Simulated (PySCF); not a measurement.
A database entry of computed molecular properties. Lists by class give the value and the number of equivalent atoms.

```json
{
 "formula": "C4H8OSi",
 "smiles": "CC#C[SiH2]OC",
 "inchi": "InChI=1S/C4H8OSi/c1-3-4-6-5-2/h6H2,1-2H3",
 "charge": 0,
 "multiplicity": 1,
 "geometry_level": "GFN2-xTB",
 "atoms_angstrom": [
  ["C", 3.105, 0.246, 0.234],
  ["C", 1.762, -0.249, 0.02],
  ["C", 0.647, -0.67, -0.158],
  ["Si", -1.077, -1.284, -0.44],
  ["O", -2.126, -0.069, -0.7],
  ["C", -2.433, 1.016, 0.115],
  ["H", 3.591, -0.325, 1.025],
  ["H", 3.076, 1.297, 0.523],
  ["H", 3.688, 0.148, -0.682],
  ["H", -1.225, -1.982, -1.709],
  ["H", -1.444, -2.06, 0.754],
  ["H", -2.876, 0.684, 1.058],
  ["H", -1.538, 1.602, 0.338],
  ["H", -3.151, 1.645, -0.414]
 ],
 "electronic_structure_code": "PySCF",
 "results": {
  "GFN2-xTB geometry": {
   "point_group": "C1",
   "rotational_constants_GHz": [5.99, 1.264, 1.084]
  },
  "PBE0/def2-SVPD ground state and vertical TDDFT (core frozen in the response)": {
   "dipole_D": 2.21,
   "homo_eV": -7.71,
   "lumo_eV": -0.17,
   "S1_eV": 5.79,
   "strongest_line_of_6_singlets_eV": 7.26,
   "T1_tda_eV": 4.93,
   "polarisability_au": 78.0,
   "r2_bohr2_about_centre_of_nuclear_charge": 1092.8,
   "singlets_eV_and_f": [
    [5.79, 0.0],
    [6.2, 0.01],
    [6.44, 0.001],
    [6.66, 0.002],
    [7.11, 0.002],
    [7.26, 0.023]
   ],
   "triplets_tda_eV": [4.93, 5.29]
  },
  "PBE0/pcSseg-1 ground state and GIAO shieldings, non-relativistic": {
   "shift_vs_computed_TMS_C_by_class_ppm": [
    [113.0, 1],
    [84.4, 1],
    [53.0, 1],
    [5.9, 1]
   ],
   "shift_vs_computed_TMS_H_by_class_ppm": [
    [4.92, 2],
    [3.8, 3],
    [2.09, 3]
   ],
   "shielding_other_nuclei_by_class_ppm": [
    ["O", 331.8, 1],
    ["Si", 399.2, 1]
   ],
   "charges_hirshfeld_e_by_atom": [-0.09, -0.02, -0.19, 0.41, -0.23, -0.03, 0.06, 0.06, 0.06, -0.07, -0.08, 0.04, 0.04, 0.05]
  }
 }
}
```

The polarisability is 11.56 Å³ as a volume (1 au = 0.148185 Å³), or 1.44 au for each of the 54 electrons. In wavenumbers S1 is 46700 cm⁻¹ (1 eV = 8065.54 cm⁻¹).

Isolated species at its GFN2-xTB geometry (one conformer only). NMR classes are plain means over equivalent atoms (diastereotopic ones count apart unless rotation or inversion swaps them), as if these changed places fast; in this geometry the members of some classes differ.

Conformer computed: `[CH3:1][C:2]#[C:3][SiH2:4][O:5][CH3:6]`: C3–Si4–O5–C6 -58°.
